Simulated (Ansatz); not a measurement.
Ansatz (a quantum-chemistry and plane-wave program) input (B3LYP-D3(BJ)/def2-TZVP):

Ansatz 0.2 input:
```yaml
crystal:
  periodic: [false, false, false]
  atoms:
    - {symbol: Zr, position_ang: [-0.18203883, -0.49196372, -0.34667690]}
    - {symbol: Cl, position_ang: [2.06204269, -0.20100622, -0.43965698]}
    - {symbol: Cl, position_ang: [-0.72680823, -0.72275038, 1.83928569]}
    - {symbol: Cl, position_ang: [-1.12713026, 1.43811102, -1.06155083]}
basis:
  gaussian:
    orbitals: def2-TZVP
hamiltonian:
  xc: b3lyp
  dispersion: d3bj
magnetization: {spin_polarized: true, initial_magnetization: 1}
relax: {f_tol: 0.002, max_steps: 150}
```

End of the output:

```
these checks for a lower state are left out or cut short: starts, cluster_reference, orbital_swaps, neighbouring_geometries, increment
integrals: 0.09 GiB planned
1144 factors; their error is unknown
mean field: 1.05 GiB planned
mean field evaluation 64: about -38857.1023 eV, gradient 2.0e-5 eV
mean field -38857.10226567 eV, -1427.9721699735 hartree, gradient 2.0e-5 eV, S^2 0.751833; 0 other end points of the search recorded, 0 dependent functions left out
the calculation of the forces begins
reference -38857.10254072 eV, -1427.9721800813 hartree; 32, 31 occupied and 119, 120 virtual orbitals, 1144 factors
relax step   5: F+E_penalty+E_count = -38857.37285802 eV  Δ(F+E_penalty+E_count) = -3.276e-3 eV  max|allowed force component| = 5.967e-3 eV/Å  Δτ_max = 0.0689 Å  (35 SCF iters, accepted)
these checks for a lower state are left out or cut short: starts, cluster_reference, orbital_swaps, neighbouring_geometries, increment
integrals: 0.09 GiB planned
1144 factors; their error is unknown
mean field: 1.05 GiB planned
mean field -38857.10229250 eV, -1427.9721709594 hartree, gradient 1.3e-5 eV, S^2 0.751833; 0 other end points of the search recorded, 0 dependent functions left out
the calculation of the forces begins
reference -38857.10256754 eV, -1427.9721810671 hartree; 32, 31 occupied and 119, 120 virtual orbitals, 1144 factors
relax step   6: F+E_penalty+E_count = -38857.37290282 eV  Δ(F+E_penalty+E_count) = -4.480e-5 eV  max|allowed force component| = 7.592e-4 eV/Å  Δτ_max = 0.0079 Å  (35 SCF iters, accepted)
integrals: 0.09 GiB planned
1144 factors; their error is unknown
mean field: 1.05 GiB planned
mean field evaluation 96: about -38856.5743 eV, gradient 3.1e0 eV
mean field -38857.10229250 eV, -1427.9721709594 hartree, gradient 1.3e-5 eV, S^2 0.751833; 3 other end points of the search recorded, 0 dependent functions left out
the calculation of the forces begins
reference -38857.10256754 eV, -1427.9721810671 hartree; 32, 31 occupied and 119, 120 virtual orbitals, 1144 factors
Total energy: -38857.37317786 eV, -1427.9821258130 hartree
Atom 0 at     0.006139     0.004600    -0.002840 Å, force     0.000483     0.000759     0.000495 eV/Å
Atom 1 at     2.229301    -0.409508    -0.618064 Å, force     0.000293    -0.000337    -0.000292 eV/Å
Atom 2 at    -0.881459    -0.991426     1.923942 Å, force    -0.000337    -0.000488     0.000271 eV/Å
Atom 3 at    -1.327914     1.418724    -1.311636 Å, force    -0.000438     0.000066    -0.000474 eV/Å
Dipole moment:    -0.000320    -0.000820    -0.000566 e Å
```

The spin state was set by rule; other spins were not relaxed.
